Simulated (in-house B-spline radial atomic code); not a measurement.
**BLYP excitations of Hg III (Hg2+)**

Method: BLYP. Computed with a B-spline radial code for spherical atoms: linear response of the closed shell [Xe] 4f14 5d10 with the functional's adiabatic kernel; scalar-relativistic (spin-free one-electron X2C), finite nucleus, no spin-orbit coupling, no double excitations, S, P, D and F terms only; shells from n = 3 respond. Only terms of natural parity with L up to 3 were computed.

Spin-orbit coupling is strong here, so these LS terms don't match observed levels.

Command:
```bash
python run_td.py task.json out
```
Settings (radii: box in bohr, nucleus in fm):
```
Z                        80
electrons                78
configuration            [Xe] 4f14 5d10
hamiltonian              x2c
method                   b88,lyp
box_radius               29.48
rms_radius               5.4648
intervals                72
```

Time taken, with all properties: 11 s on 1 thread of Arm Neoverse N1, with other jobs on the host.

The lowest states, in the order of their Tamm-Dancoff energies; the method's threshold (minus the highest occupied level) is 28.628 eV. Labels give the largest channel, * marks a mixed state, and oscillator strengths are full-response dipole values. Semilocal kernels can invert the small singlet-triplet splittings of Rydberg terms. Energies in eV:

| state | full response | Tamm-Dancoff | oscillator strength |
| --- | --- | --- | --- |
| 5d → 6s 3D | ? | ? | - |
| 5d → 6s 1D | 5.679 | 5.742 | - |
| 5d → 6p 3P | 12.994 | 13.022 | - |
| 5d → 6p 3F | 13.077 | 13.097 | - |
| 5d → 6p 1F | 13.487 | 13.489 | - |
| 5d → 6p 1P | 14.385 | 14.507 | 0.825 |
| 5d → 7s 3D | 20.242 | 20.245 | - |
| 5d → 7s 1D | 20.359 | 20.365 | - |
| 5d → 6d 3S | ? | ? | - |
| 5d → 6d 3D | 21.278 | 21.280 | - |

(1) Where does 5d → 6d 3S lie?

(2) Where does 5d → 6s 3D lie?

(3) How large is the singlet-triplet splitting of 5d → 6s (D terms) in Tamm-Dancoff?

(4) What polarisabilities and dispersion coefficient does the method give?

## Answers

(1) At 21.134 eV in full response, 21.143 eV in Tamm-Dancoff.

(2) At 4.684 eV in full response, 4.723 eV in Tamm-Dancoff.

(3) 1.02 eV, from the unrounded values.

(4) Dipole 8.32 bohr³, quadrupole 48.19 bohr⁵, C6 54.93 hartree·bohr⁶ for two such species.
